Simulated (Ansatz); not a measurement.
Mulliken charges of BCl3H2S, SMILES `[SH2+][B-](Cl)(Cl)Cl` from r2SCAN/def2-TZVPP in Ansatz (PBE0-D4/def2-TZVP geometry).

| atom | x (Å) | y (Å) | z (Å) | charge (e) |
| --- | --- | --- | --- | --- |
| S1 | -0.251 | 1.213 | 0.493 | 0.114 |
| B2 | 0.523 | -0.632 | -0.163 | 0.174 |
| Cl3 | 1.115 | -1.344 | 1.386 | -0.184 |
| Cl4 | -0.857 | -1.509 | -0.924 | -0.191 |
| Cl5 | 1.808 | -0.094 | -1.311 | -0.184 |
| H6 | -1.360 | 0.750 | 1.100 | 0.135 |
| H7 | -0.917 | 1.550 | -0.627 | 0.135 |

Problem. By hand: the dipole of these point charges (1 e Å = 4.8032 D).

Solution. Σ q r = (-0.619, 0.892, 0.254) e Å, of length 1.115 e Å = 5.36 D.

Problem. How does the dipole of the full density compare? (Best estimate.)

Solution. Ansatz gave: (-0.578, 0.753, 0.201) e Å, 4.66 D; the point charges give 1.15 times that, at 3° from its direction.

Point charges leave out the atoms' own dipoles, such as those of lone pairs, and Mulliken's split depends on the basis, so the two needn't agree.
